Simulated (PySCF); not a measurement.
**Electron correlation in Pt⁺ (platinum, charge +1)**

[Xe] 4f14 5d8 6s1, high-spin 4F determinant (an excited configuration). Computed with PySCF 2.14 in x2c-TZVPPall, with the spin-free X2C one-electron Hamiltonian (Gaussian nucleus). Frozen: [Xe] 4f14; 9 electrons correlated.

```json
{"level": "CCSD", "correlation energy (mhartree)": "-222.96"}
{"level": "(T)", "correlation energy (mhartree)": "-7.03"}
{"level": "CCSD(T)", "correlation energy (mhartree)": "-229.99"}
```

Diagnostics: T1 = 0.0070, D1 = 0.0230, largest double amplitude 0.017.

Is a single reference adequate?

Yes, within this model without spin-orbit coupling: T1 lies below 0.03 and no double amplitude reaches 0.07.
